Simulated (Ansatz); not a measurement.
Two shapes of doublet H₁₀(+).

Shape 1:

```xyz
10

H     1.5703    0.0001    0.0001
H     1.2702    0.9230   -0.0001
H     0.4853    1.4934   -0.0001
H    -0.4853    1.4934    0.0002
H    -1.2704    0.9229    0.0001
H    -1.5700    0.0001    0.0000
H    -1.2703   -0.9231    0.0001
H    -0.4851   -1.4934    0.0000
H     0.4852   -1.4933   -0.0001
H     1.2702   -0.9227    0.0001
```

Shape 2:

```xyz
10

H     1.7456   -0.0003    0.0001
H     1.4125    1.0264   -0.0002
H     0.5395    1.6600   -0.0001
H    -0.5392    1.6602    0.0002
H    -1.4123    1.0259   -0.0001
H    -1.7458    0.0001    0.0001
H    -1.4121   -1.0259    0.0000
H    -0.5392   -1.6600    0.0001
H     0.5393   -1.6600   -0.0003
H     1.4122   -1.0264   -0.0001
```

Basis set: def2-SVP (spherical functions). All electrons are correlated. Charge 1, multiplicity 2.

Computed with Ansatz (development build ahead of 0.2.0); each method stands on the lowest determinant of its kind that the runs found.

Which shape is lower in energy, and by how much in each method?

| method | E(2) − E(1) (eV) |
| --- | --- |
| UHF | 0.619 |
| UHF-MP2 | 0.685 |

Shape 1 is lower. Caution: the charge can sit on one fragment and break the point group; the determinant breaks the point group; the unrestricted determinant is spin contaminated. Caution for UHF-MP2: bonds are stretched, where a single reference can fail.
